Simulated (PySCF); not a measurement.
F3OW, charge +1, multiplicity 1. Atoms are numbered in the order given.

```xyz
5

W      0.0000     0.0000     0.0026
O      0.0000     0.0000    -1.6592
F      1.5095     0.8715     0.4846
F      0.0000    -1.7430     0.4846
F     -1.5095     0.8715     0.4846
```
Charge +1, spin multiplicity 1.

Coordinates come from a B3LYP-D3(BJ)/def2-SVP optimisation. The spin state was assumed, not searched. The isomer is the one that the SMILES or the coordinates give; other isomers of the formula were not compared. The def2 effective core potentials stand for the cores of W; spin–orbit coupling is left out.

Calculation: CAM-B3LYP/def2-TZVP run with PySCF.

ESP charges are fitted to the potential on shells at 1.4 to 2.0 van der Waals radii. Atomic charges (e):

```csv
atom,Löwdin,ESP fit,Mulliken
W1,1.33,1.74,1.94
O2,-0.08,-0.26,-0.26
F3,-0.08,-0.16,-0.23
F4,-0.08,-0.16,-0.23
F5,-0.08,-0.16,-0.23
```
